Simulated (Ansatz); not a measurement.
Start from `NC([SiH3])=S` and change one atom or group to get `BC([SiH3])=S`.

Ansatz, PBE0-D4/def2-TZVP geometries, multiplicity 1. Each molecule was computed in one conformer, which needn't be the lowest.

```csv
property,`NC([SiH3])=S`
HOMO–LUMO gap (PBE0/def2-TZVPP) / eV,4.74
LUMO energy (ωB97M-V/def2-TZVPP) / eV,0.65
HOMO energy (B3LYP/def2-TZVPP) / eV,-5.97
HOMO–LUMO gap (B3LYP/def2-TZVPP) / eV,4.33
LUMO energy (PBE/def2-TZVPP) / eV,-2.34
HOMO energy (PBE/def2-TZVPP) / eV,-5.06
```

Problem. Give the same properties after the change, and the shifts. (Estimate.)

Solution. The calculation gave: 
```tsv
property	`BC([SiH3])=S`	shift
HOMO–LUMO gap (PBE0/def2-TZVPP) / eV	4.28	-0.46
LUMO energy (ωB97M-V/def2-TZVPP) / eV	-1.00	-1.65
HOMO energy (B3LYP/def2-TZVPP) / eV	-7.20	-1.23
HOMO–LUMO gap (B3LYP/def2-TZVPP) / eV	3.89	-0.44
LUMO energy (PBE/def2-TZVPP) / eV	-4.05	-1.71
HOMO energy (PBE/def2-TZVPP) / eV	-6.32	-1.26
```

With PBE0 the HOMO falls by 1.23 eV and the LUMO falls by 1.70 eV, so the gap narrows by about 0.47 eV. PBE moves the HOMO by -1.26 eV and ωB97M-V by -1.21 eV.

B3LYP here is the variant with VWN-RPA as its local correlation; programs differ in this.
